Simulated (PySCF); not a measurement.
## How methods differ on the ionisation energy of Zn²⁺

Zn²⁺ [Ar] 3d10 (1S) → Zn³⁺ [Ar] 3d9 (2D), as a difference of total energies. Computed with PySCF 2.14 in aug-cc-pV5Z-PP with ECP10MDF, with a scalar-relativistic core potential. Correlated levels: valence: 3s2 3p6 frozen. The calculations carry no spin-orbit coupling.

```
           method  ionisation energy (eV)  difference from reference (eV)
              UHF                  36.970                          -2.753
              LDA                  40.745                          +1.022
              PBE                  39.994                          +0.271
             PBE0                  39.561                          -0.162
           r2SCAN                  39.403                          -0.320
    MP2 (valence)                  40.212                          +0.489
SCS-MP2 (valence)                  39.852                          +0.129
```

Reference: 39.723 eV (measured; NIST Atomic Spectra Database, ionization energies).

The reference lies between the lowest fine-structure levels, while these numbers refer to the centres of the terms.
